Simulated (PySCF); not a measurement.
## Worked example: chemical shift, span and skew from a shielding tensor

GeOF₂, SMILES [Ge](=[O])([F])[F]. Atoms are numbered in the order given.

```xyz
4

Ge     0.0000     0.0000     0.1133
O      0.0000     0.0000     1.7410
F      0.0000     1.3295    -0.9751
F      0.0000    -1.3295    -0.9751
```
Charge 0, spin multiplicity 1.

The structure is a stationary point at B3LYP-D3(BJ)/def2-SVP.

GIAO shieldings from B3LYP/pcSseg-2 (PySCF), non-relativistic, no solvent. The symmetric part of the tensor of F3 has the principal values 124.2, 210.3, 411.4 ppm. The same nucleus in CFCl3 has σ = 159.6 ppm at this level (PySCF, at its B3LYP-D3(BJ)/def2-TZVP geometry).

Problem. Work out the isotropic shielding, the ¹⁹F shift against CFCl3, the span and the skew.

Solution. 
σ(iso) = (σ11 + σ22 + σ33)/3 = 248.6 ppm. δ = σ(ref) − σ(iso) = 159.6 − (248.6) = -89.0 ppm.
Span Ω = σ33 − σ11 = 287.2 ppm. Skew κ = 3(σ(iso) − σ22)/Ω = 0.40. Tumbling in solution averages the tensor to δ; in a static solid the shielding alone would spread this spin-1/2 line over Ω.
